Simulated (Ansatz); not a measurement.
```yaml
crystal:
  periodic: [false, false, false]
  atoms:
    - {symbol: Mo, position_ang: [0.174625, 0.711279, 1.165146]}
    - {symbol: Mo, position_ang: [-1.266059, -0.493266, 0.218554]}
    - {symbol: Si, position_ang: [1.038638, -1.130592, -0.142085]}
    - {symbol: Si, position_ang: [0.052795, 0.912579, -1.241614]}
basis:
  gaussian: {orbitals: def2-mTZVP}
hamiltonian: {xc: {name: wB97}}
scf: {omitted_lower_state_checks: [starts]}
output: {forces: true}
```

```sh
$ ansatz run in.yaml --threads 2 --pin off --events-out ev --progress --plain --max-ram 4352MiB
```

Shortened log:

```
Functional definition: wB97
  name "wB97"
  cite "Chai & Head-Gordon, J. Chem. Phys. 128, 084106 (2008) doi:10.1063/1.2834918"
  cite "Becke, J. Chem. Phys. 107, 8554 (1997) doi:10.1063/1.475007"
  parameter omega = 0.4/bohr
  parameter cx1 = 1.13116
  parameter cx2 = -2.74915
  parameter cx3 = 12.0900
  parameter cx4 = -5.71642
  parameter css1 = -2.55352
  parameter css2 = 11.8926
  parameter css3 = -26.9452
  parameter css4 = 17.0927
  parameter cos1 = 3.99051
  parameter cos2 = -17.0066
  parameter cos3 = 1.07292
  parameter cos4 = 8.88211
  # The coefficients of nought are those of the uniform gas.
  exchange = spin_sum(e_x_unif_sr(omega)*poly(b97_u_x, 1, cx1, cx2, cx3, cx4)) + exact_x_lr(omega)
  correlation = spin_sum(e_c_pw_same_spin*poly(b97_u_same, 1, css1, css2, css3, css4))
      + integral(e_c_pw_opposite_spin*poly(b97_u_opposite, 1, cos1, cos2, cos3, cos4))
these checks for a lower state are left out or cut short: starts
1018 factors; their error is unknown
425 factors; integrals over basis functions are off by at most 2.4e-5 eV
mean field evaluation 1: about -19453.9477 eV, gradient 5.0e1 eV
mean field evaluation 2: about -19440.1861 eV, gradient 9.0e1 eV
mean field evaluation 4: about -19460.6157 eV, gradient 4.4e0 eV
mean field evaluation 8: about -19460.7258 eV, gradient 3.3e-1 eV
mean field evaluation 16: about -19460.7125 eV, gradient 2.2e-3 eV
mean field -19460.71251461 eV, -715.1679939673 hartree, gradient 3.3e-5 eV, S^2 0.000000; 0 other end points of the search recorded, 0 dependent functions left out
the calculation of the forces begins
reference -19460.71250417 eV, -715.1679935836 hartree; 28, 28 occupied and 82, 82 virtual orbitals, 1018 factors
Total energy: -19460.71250417 eV, -715.1679935836 hartree
Atom 0 at     0.174625     0.711279     1.165146 Å, force     1.368927     1.099759     0.816213 eV/Å
Atom 1 at    -1.266059    -0.493266     0.218554 Å, force    -1.282443    -1.117034    -0.925856 eV/Å
Atom 2 at     1.038638    -1.130592    -0.142085 Å, force    -0.170778     0.272957    -0.087421 eV/Å
Atom 3 at     0.052795     0.912579    -1.241614 Å, force     0.084294    -0.255682     0.197065 eV/Å
Dipole moment:    -0.574960     0.114848     0.728924 e Å
Checks for a lower state left out: starts
```

Hardware: 2 threads of Arm Neoverse V1 on a shared host. Wall time 15 s.

In the def2 sets Mo takes a core potential; there is no spin–orbit coupling.
